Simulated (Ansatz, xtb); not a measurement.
Species: sum formula HSiO, net charge 1, singlet state. 
Geometry from a B3LYP-D3(BJ)/def2-TZVP (Ansatz, a first-principles code) optimisation:
```xyz
3

O      0.0000     0.0000    -1.0356
Si     0.0000     0.0000     0.4536
H      0.0000     0.0000     1.9347
```
Charge +1, spin multiplicity 1.

Harmonic wavenumbers from GFN2-xTB (xtb, at its own minimum), cm⁻¹: 626, 626, 1504, 2411.

Problem. Give the harmonic wavenumbers at B3LYP-D3(BJ)/def2-TZVP (Ansatz, finite differences of forces, unscaled).

Solution. 435, 435, 1310, 2224 cm⁻¹. Zero-point energy 6.3 kcal/mol.

Problem. From these and the geometry, give the ideal-gas thermochemistry at 298.15 K and 1 atm (rigid rotor, harmonic oscillator).

Solution. Point group C∞v, rotational symmetry number 1. Rotational constants 18.98, 18.98 GHz. S(trans) 37.34, S(rot) 13.50, S(vib) 1.71, S(elec, spin only) 0.00, S 52.6 cal/(mol K). H(298) - H(0) 2.43 kcal/mol; G - E(el) -6.9 kcal/mol.
